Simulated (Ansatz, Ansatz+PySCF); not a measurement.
```csv
atom,x (Å),y (Å),z (Å)
P,0.0000,0.0000,0.0000
H,0.0000,0.0000,2.8400
```

Basis set: def2-SVP (spherical functions). Charge 0, multiplicity 1.

Computed with Ansatz (development build ahead of 0.2.0); each method stands on the lowest determinant of its kind that the runs found.

**Question.** Give the atomization energy at this shape (free ground-state atoms in the same class of orbitals less the molecule, no zero-point energy) of singlet PH by PBE0 (unrestricted), UHF.

**Answer.**

| method | atomization energy |
| --- | --- |
| PBE0 (unrestricted) | -48.0 kJ/mol |
| UHF | -81.6 kJ/mol |

Caution: another spin multiplicity may lie lower; the shape is not the minimum; the unrestricted determinant is a mixture of spin states. Caution for PBE0 (unrestricted): charge can spread falsely over distant fragments.
